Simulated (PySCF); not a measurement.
# Electron correlation in Cl²⁺ (chlorine, charge +2)

[Ne] 3s1 3p4, high-spin 4P determinant (an excited configuration). Calculation: PySCF 2.14, in aug-cc-pV(T+d)Z (6s5p4d2f, 55 functions); the non-relativistic Hamiltonian (point nucleus). Frozen: [Ne]; 5 electrons correlated.

```csv
level,correlation energy (mhartree)
CCSD,-140.13
(T),-7.55
CCSD(T),-147.68
```

Diagnostics: T1 = 0.012, D1 = 0.0300, largest double amplitude 0.199.

A double-excitation amplitude exceeds 0.15, a sign of near-degeneracy.

Cost of the coupled-cluster step: about 4 core-seconds, for 5 correlated electrons.

Iterations:

```
CC2 = 0
CCSD nocc = (np.int64(4), np.int64(1)), nmo = (50, 50)
frozen orbitals [[0, 1, 2, 3, 4], [0, 1, 2, 3, 4]]
max_cycle = 100
direct = 0
conv_tol = 1e-08
conv_tol_normt = 1e-06
diis_space = 8
diis_start_cycle = 0
Init t2, MP2 energy = -0.0987184063163782
Init E_corr(UCCSD) = -0.0987184063171355
cycle = 1  E_corr(UCCSD) = -0.120729472174086  dE = -0.0220110659  norm(t1,t2) = 0.0808727
cycle = 2  E_corr(UCCSD) = -0.128971813442467  dE = -0.00824234127  norm(t1,t2) = 0.0478528
cycle = 3  E_corr(UCCSD) = -0.140423075592204  dE = -0.0114512621  norm(t1,t2) = 0.0308451
cycle = 4  E_corr(UCCSD) = -0.139834056882752  dE = 0.000589018709  norm(t1,t2) = 0.00369439
cycle = 5  E_corr(UCCSD) = -0.140369882102674  dE = -0.00053582522  norm(t1,t2) = 0.00144423
cycle = 6  E_corr(UCCSD) = -0.140101599263087  dE = 0.00026828284  norm(t1,t2) = 0.000828608
cycle = 7  E_corr(UCCSD) = -0.140108090778609  dE = -6.49151552e-06  norm(t1,t2) = 0.000335028
cycle = 8  E_corr(UCCSD) = -0.140137118647188  dE = -2.90278686e-05  norm(t1,t2) = 0.000106656
cycle = 9  E_corr(UCCSD) = -0.140128440372601  dE = 8.67827459e-06  norm(t1,t2) = 3.19561e-05
cycle = 10  E_corr(UCCSD) = -0.140131084267357  dE = -2.64389476e-06  norm(t1,t2) = 1.1888e-05
cycle = 11  E_corr(UCCSD) = -0.140130952836633  dE = 1.31430724e-07  norm(t1,t2) = 2.59105e-06
cycle = 12  E_corr(UCCSD) = -0.140130917663312  dE = 3.51733211e-08  norm(t1,t2) = 6.83617e-07
cycle = 13  E_corr(UCCSD) = -0.140130931520402  dE = -1.38570899e-08  norm(t1,t2) = 1.72434e-07
cycle = 14  E_corr(UCCSD) = -0.140130929644981  dE = 1.87542157e-09  norm(t1,t2) = 3.69046e-08
UCCSD converged
E(UCCSD) = -457.8915814818657  E_corr = -0.1401309296449806
UCCSD(T) correction = -0.00754810497725451
```
